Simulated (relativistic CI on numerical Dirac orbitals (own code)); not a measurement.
# What each ingredient does to the levels of Bi LXXV

Base calculation: Dirac-Coulomb-Breit CI, separate exchange-only KLI orbitals for each configuration, a model potential for QED, unscaled Slater integrals.

Configurations in the expansion (outside the closed core 1s2): 2s2 2p5, 2s 2p6, 2s2 2p4 3s, 2p6 3s, 2s2 2p4 3p, 2p6 3p, 2p6 3d, 2s2 2p4 3d, 2s 2p5 3s, 2s 2p5 3p, 2s 2p5 3d, 2s2 2p4 4s, 2s2 2p4 4p, 2s2 2p4 4d, 2s2 2p4 4f, 2s2 2p3 3s2, 2s2 2p3 3s 3p, 2s2 2p4 5s, 2s2 2p3 3s 3d, 2s 2p5 4s, 2s2 2p4 5p, 2s2 2p3 3p2, 2s2 2p4 5d, 2s2 2p4 5f, 2s2 2p4 5g, 2s 2p5 4p, 2s2 2p3 3p 3d, 2s 2p5 4d, 2s 2p5 4f, 2s 2p4 3s2, 2s2 2p3 3d2, 2s 2p4 3s 3p, 2s 2p4 3s 3d, 2s 2p4 3p2, 2s 2p5 5s, 2s 2p4 3p 3d. Levels of other configurations are missing.

Variants: (1) valence Slater integrals scaled by 0.9; (2) configuration mixing switched off; (3) one mean potential for all configurations. Shifts of the energy above 2s2 2p5 2P°_3/2, in eV, for the lowest level and the first level of each name with at least 55 % of one term (blank where a level changes its place among those of its configuration and J or its character, or is not in the variant):

```
             Level     Base  Δ(1)  Δ(2)  Δ(3)
   2s2 2p5 2P°_3/2      0.0   0.0   0.0   0.0
   2s2 2p5 2P°_1/2   2378.6  +0.2  -0.5  -0.1
     2s 2p6 2S_1/2   2955.6  +0.2  +0.2  +0.5
 2s2 2p4 3s 4P_5/2  10668.0  +1.3  -0.1  -1.8
 2s2 2p4 3s 2P_3/2  10681.1  +0.1  -0.1  -1.9
 2s2 2p4 3s 2S_1/2  10746.0  -5.0  +1.7  -2.0
2s2 2p4 3p 2P°_1/2  10906.7  -4.0  +1.5  -1.9
2s2 2p4 3p 4D°_7/2  11505.8  +1.5  -0.6  -1.6
 2s2 2p4 3d 2D_3/2  11751.7  -4.6  +1.0  -2.0
 2s2 2p4 3d 4F_9/2  11828.6  +1.7  -1.3  -1.9
 2s2 2p4 3d 2P_1/2  11845.4  +0.3  -1.4  -1.9
 2s2 2p4 3s 4P_3/2  13060.5  +2.9  +0.1  -1.2
 2s2 2p4 3s 2P_1/2  13072.0  +1.7  -0.1  -1.3
 2s2 2p4 3s 2D_5/2  13080.5  -0.4  -0.2  -1.2
```

At this charge energies of transitions that change n are usually good to better than 1 %, and those within a shell (Δn = 0) to a few per cent.

Ionisation energy from the two ground configurations alone: base 20498.6 eV. The NIST ASD value (theoretical) is 20500 eV.

LS names give the leading component of a level, which can be under half, so a name can repeat, a term be missing and a line seem to break the LS rules.
